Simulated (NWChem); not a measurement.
BaF₂; SMILES [F][Ba][F]

Results from NWChem. Geometry: optimised at PBE-D3(BJ)/def2-SVP. def2 effective core potentials on Ba; no spin-orbit coupling. B3LYP is NWChem's, with the RPA form of VWN correlation. Static field.

Task: Among these, which level gives the lowest value of “isotropic polarisability (bohr³)”?
A. BHandHLYP/def2-SVPD
B. LDA (Slater exchange, VWN5)/def2-SVPD
C. B3LYP/def2-SVPD
D. PBE/def2-SVPD

Result: A, BHandHLYP/def2-SVPD. Values: BHandHLYP/def2-SVPD 29.5; B3LYP/def2-SVPD 33.2; PBE/def2-SVPD 36.6; LDA (Slater exchange, VWN5)/def2-SVPD 36.6
